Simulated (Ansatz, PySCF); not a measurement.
This singlet lies 2.94 eV below the relaxed triplet at the level frozen-core CCSD(T)/cc-pVTZ // B3LYP-D3(BJ)/def2-TZVP (Ansatz, a quantum-chemistry and plane-wave program).

CFGeN, SMILES `[F][Ge][N+]#[C-]` (lower singlet) (charge 0, multiplicity 1)

Level of theory: PBE-D3(BJ)/def2-TZVP // B3LYP-D3(BJ)/def2-TZVP (PySCF 2.14.0).

| Quantity | Result |
|---|---|
| HOMO | -7.16 eV |
| dipole moment | 3.52 D |
| HOMO–LUMO gap | 2.96 eV |
| LUMO | -4.20 eV |
| total energy | -2269.2774 Ha |
| cost | around 30 core-seconds (rough) |

```xyz
4

C     -1.9326    -0.2591    -0.1103
N     -0.7912    -0.0237     0.0528
Ge     0.8558     0.8483     0.4152
F      1.8680    -0.5655     0.1814
```
Charge 0, spin multiplicity 1.
